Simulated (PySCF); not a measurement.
## From computed data to an observable: entropy of an ideal gas

BClI₂, SMILES ClB(I)I.

Geometry: r2SCAN-D4/def2-SVP. The def2 effective core potentials stand for the cores of I; spin–orbit coupling is left out.

r2SCAN-D4/def2-SVP (PySCF 2.14.0) gives the harmonic wavenumbers 120, 174, 285, 360, 727, 903 cm⁻¹ and the rotational temperatures 0.0969, 0.0280, 0.0217 K. The molar mass is 300.07 g/mol, the symmetry number 2, the spin multiplicity 1.

Work out the entropy at 298.15 K and 1 atm in the rigid-rotor, harmonic-oscillator model.


Translation (Sackur–Tetrode at 1 atm): S = R[1.5 ln M + 2.5 ln T − 1.16487] = 179.9 J/(mol K).
Rotation: q = (√π/σ) T^1.5/√(θA θB θC) = 595000, S = R[ln q + 3/2] = 123.0 J/(mol K).
Vibration: with u = 1.4388 ν/T, each mode gives R[u/(e^u − 1) − ln(1 − e^−u)]:
```csv
ν (cm⁻¹),modes,u,S (J/(mol K))
120,1,0.58,12.97
174,1,0.84,10.01
285,1,1.38,6.29
360,1,1.74,4.69
727,1,3.51,1.15
903,1,4.36,0.58
```
These are all the modes. Sum 35.7 J/(mol K).
Spin: R ln 1 = 0.0 J/(mol K).
Total 338.6 J/(mol K); the program's own thermochemistry gives 338.6. Translation makes up 53 % and vibration 11 %. Anharmonicity, hindered rotation and orbital degeneracy are left out.
